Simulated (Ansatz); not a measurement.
**A geometry optimisation of C4H5ClSi with B3LYP-D3(BJ)/def2-SVP**

The starting geometry of this gas-phase singlet was optimised with GFN2-xTB; its bonds are those of `Cl[SiH]1C=CC=C1`.

```xyz
11

C    -1.9462   -0.9606    0.4298
C    -1.4280   -1.2326    1.6329
C    -0.0050   -0.9607    1.8021
C     0.6349   -0.4639    0.7376
Cl   -0.1827   -1.3690   -2.3079
Si   -0.5944   -0.2481   -0.6807
H    -0.8129    1.1374   -1.0850
H    -2.9850   -1.1247    0.1989
H    -1.9928   -1.6429    2.4575
H     0.4662   -1.1690    2.7519
H     1.6839   -0.2217    0.7553
```

Question: Where would you expect an optimisation with B3LYP-D3(BJ)/def2-SVP to take it?

Answer: It keeps its bonds, and is `Cl[SiH]1C=CC=C1`.

The energy falls by 0.13 eV over 6 steps:

| step | E − E(last) (eV) |
| --- | --- |
| 1 | 0.133 |
| 2 | 0.006 |
| 3 | 0.002 |
| 4 | 0.000 |
| 5 | 0.000 |
| 6 | 0.000 |

Final geometry (Å):

```xyz
11

C    -1.9819   -0.9647    0.4162
C    -1.4438   -1.2354    1.6248
C     0.0111   -0.9546    1.7986
C     0.6716   -0.4526    0.7331
Cl   -0.1785   -1.3806   -2.3315
Si   -0.5992   -0.2538   -0.6295
H    -0.8151    1.1457   -1.0819
H    -3.0339   -1.1357    0.1824
H    -2.0150   -1.6460    2.4648
H     0.4861   -1.1632    2.7636
H     1.7364   -0.2150    0.7518
```

No frequencies were run, so the end isn't proven a minimum. Run with Ansatz 0.2.0, 76 s on 2 threads of Intel(R) Xeon(R) Processor @ 2.50GHz (Skylake/Cascade Lake), on a shared host.
